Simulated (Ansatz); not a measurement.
```xyz
2

K     0.0000    0.0000   -1.1532
Cl    0.0000    0.0000    1.2889
```

Basis set: 6-31G* (spherical functions). Left uncorrelated: 10 orbitals. Charge 0, multiplicity 1.

Computed with Ansatz (development build ahead of 0.2.0); each method stands on the lowest determinant of its kind that the runs found. Restricted open shells among the atoms or ions are ROHF, correlated in semicanonical orbitals with singles.

The atomization energy at this shape (free ground-state atoms in the same class of orbitals less the molecule, no zero-point energy) of singlet KCl:

```csv
method,atomization energy
RHF-MP2,3.63 eV
```

Question: What does RHF give?

Answer: 3.01 eV. Caution: the shape is not the minimum.
